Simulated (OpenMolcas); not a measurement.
A calculation on Fe5+.

```yaml
Program: OpenMolcas
Method: "MS-RASPT2, IPEA 0.25 Eh, imaginary shift 0.1 Eh (closed shells correlated: 3s)"
Basis: ANO-RCC-VTZP [6s5p3d2f1g]
Scalar_Hamiltonian: DKH2, point nucleus
Active_space: 9 electrons in 8 orbitals (RAS1 3p, at most 2 holes; RAS2 3d)
State_averaging: 2S+1 = 4 even, 10 roots; 2S+1 = 2 even, 40 roots
Spin-orbit_coupling: state interaction with AMFI integrals over the reference wave functions, term energies averaged over their components
```

Question: Which level of the active space comes out lowest?

Answer: 3d3 4F 3/2, with 100 % of that term; it is also the measured ground level.

Question: How high does 3d3 2G 9/2 lie?

Answer: 22100 cm-1 above the lowest level; measured 21315 cm-1 above the ground level, so the calculation is off by +4 %.

Question: How high does 3d3 2D 5/2(1) lie?

Answer: 30020 cm-1 above the lowest level; measured 28484 cm-1 above the ground level, so the calculation is off by +5 %.

Question: How high does 3d3 4P 1/2 lie?

Answer: 19620 cm-1 above the lowest level; measured 18738 cm-1 above the ground level, so the calculation is off by +5 %.

Question: The level at 27290 cm-1 has J = 3/2. What is it made of, and what is its g factor?

Answer: 66 % 3d3 2P 3/2, 32 % 3d3 2D(1), 2 % 3d3 4P; g = 1.173, against 1.334 from Landé's formula for the pure leading term.

Measured values: Corliss and Sugar, J. Phys. Chem. Ref. Data 11, 135 (1982).

CASPT2 breaks the degeneracy within a term, and the mean is taken; among the terms shown or strongly mixed into the levels shown the widest spread is 1000 cm-1 (3d3 4F). Active for correlation alone: 3p; no level in the range computed is led by a configuration that opens it, so any true level of that kind is missing. Computed and measured levels are paired by configuration, term and J; levels that our copy of the source lacks, or whose pairing is in doubt (as where it misses far off the trend of its configuration), stay unpaired and out of the deviations. Only configurations of the active space appear.

A number in round brackets counts repeated terms of one configuration in the order of the reference energies.
